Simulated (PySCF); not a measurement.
IrOCl₂ (doublet). Computed with PySCF, UPBE, basis Ir def2-SVP with ECP60, O def2-SVP, Cl def2-SVP (scalar-relativistic core potentials, no spin–orbit coupling, density fitting).

Harmonic bands of its minimum:

| ω (cm⁻¹) | IR (km/mol) |
| --- | --- |
| 103 | 0.0 |
| 134 | 0.3 |
| 179 | 0.8 |
| 393 | 8.6 |
| 407 | 39.9 |
| 971 | 63.1 |

Q: The central atom is Ir. Infer the point group and assign the bands.

A: C2v. The modes span 3a1 + b1 + 2b2: 103 a1, 134 b1, 179 b2, 393 a1, 407 b2, 971 a1. The computed geometry has Ir–Cl 2.220 Å (×2), Ir–O 1.696 Å; Cl–Ir–Cl 118.9°, Cl–Ir–O 120.6° (×2).

Other isomers or separated fragments may lie lower. Open d and f shells are described by one determinant, and the ground state may have another occupation or spin. No spin–orbit coupling is included, which matters more the heavier the element.
